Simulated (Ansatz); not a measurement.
`CCO[SiH2]C` + `C[Si](O)(F)Cl` → `CCO[Si](C)(F)Cl` + `C[SiH2]O`  (substitution at a C–O bond)

Isolated molecules relaxed with PBE0-D4/def2-TZVP in Ansatz; ΔE leaves out vibrations. CCSD(T)/CBS adds triple-zeta CCSD(T) − MP2 to the extrapolated MP2 energy (def2 sets, frozen cores). This one scheme is used for every species. DFT in def2-TZVPP. Each species was taken in one conformer, which may not be the lowest.

| level | ΔE (kJ/mol) |
| --- | --- |
| PBE0 | 1.4 |
| HF/CBS(def2) | 0.0 |

What does CCSD(T)/CBS give? (Best estimate.)

Computed: -1.2 kJ/mol. The listed levels differ from it by 2.6, 1.2 kJ/mol.

Largest T1 diagnostic among the species: 0.010.
